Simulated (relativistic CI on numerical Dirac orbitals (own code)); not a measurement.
**One change at a time: Cu IX**

Base calculation: Dirac-Coulomb-Breit CI, KLI orbitals optimised for each configuration, model QED, unscaled Slater integrals.

CI space (outside the closed core [Ne]): 3s²3p⁶3d³, 3s²3p⁵3d⁴, 3s²3p⁶3d²4s, 3s3p⁶3d⁴, 3s²3p⁶3d²4p, 3s²3p⁶3d²4d, 3s²3p⁶3d4s4p, 3s²3p⁶3d²4f, 3s²3p⁶3d²5s, 3s²3p⁶3d²5p, 3s²3p⁶3d4s², 3s²3p⁶4s²4p, 3s²3p⁶4s²4d, 3s²3p⁶4s²4f, 3p⁶3d⁵, 3p⁵3d⁶, 3s²3p⁶3d4p², 3s²3p⁶4s4p², 3s²3p⁶4p³, 3s²3p⁶4p²4d, 3s²3p⁶4p²4f, 3s²3p⁶3d4s4d, 3s²3p⁶4s4p4d, 3s²3p⁶4s4d², 3s²3p⁶4s4d4f. Double excitations out of closed p, d and f shells are left out; levels of such configurations are missing from the list, as are those of other unlisted configurations, and high levels can miss mixing partners.

Variants: (1) only the first configuration; (2) non-relativistic limit. Shifts of the energy above 3s²3p⁶3d³ ⁴F3/2, in cm⁻¹, for the lowest level and the first level of each name with at least 55 % of one term (blank where a level changes its place among those of its configuration and J or its character, or is not in the variant):

| Level | Base | Δ(1) | Δ(2) |
| --- | --- | --- | --- |
| 3s²3p⁶3d³ ⁴F3/2 | 0.0 | 0.0 | 0.0 |
| 3s²3p⁶3d³ ⁴F5/2 | 1211.3 | -2.3 | -1211.3 |
| 3s²3p⁶3d³ ⁴F7/2 | 2776.6 | +0.7 | -2776.6 |
| 3s²3p⁶3d³ ⁴F9/2 | 4607.4 | +12.4 | -4607.4 |
| 3s²3p⁶3d³ ⁴P1/2 | 28383.3 | +2122.4 | -1462.3 |
| 3s²3p⁶3d³ ⁴P3/2 | 28719.5 | +2088.9 | -1798.5 |
| 3s²3p⁶3d³ ⁴P5/2 | 30409.7 | +2150.2 | -3488.7 |
| 3s²3p⁶3d³ ²G7/2 | 30848.3 | +850.2 | -1675.2 |
| 3s²3p⁶3d³ ²G9/2 | 32298.3 | +765.7 | -3125.1 |
| 3s²3p⁶3d³ ²P1/2 | 40893.0 | +1006.0 | -2155.1 |
| 3s²3p⁶3d³ ²H9/2 | 42578.8 | -467.1 | -2272.9 |
| 3s²3p⁶3d³ ²H11/2 | 43470.4 | -547.0 | -3164.6 |
| 3s²3p⁶3d³ ²D5/2 | 44199.1 | +2832.9 | -3698.6 |
| 3s²3p⁶3d³ ²F7/2 | 69011.9 | +2123.8 | -2321.1 |

At this charge configurations can still be misplaced by up to about 7 % of their energy. Terms inside the open d or f shell come out 10 to 20 % too wide with unscaled integrals.

Ionisation energy from the two ground configurations alone: base 197.829 eV. The NIST ASD value (theoretical) is 198 eV.

LS names give the leading component of a level, which can be under half, so a name can repeat, a term be missing and a line seem to break the LS rules.
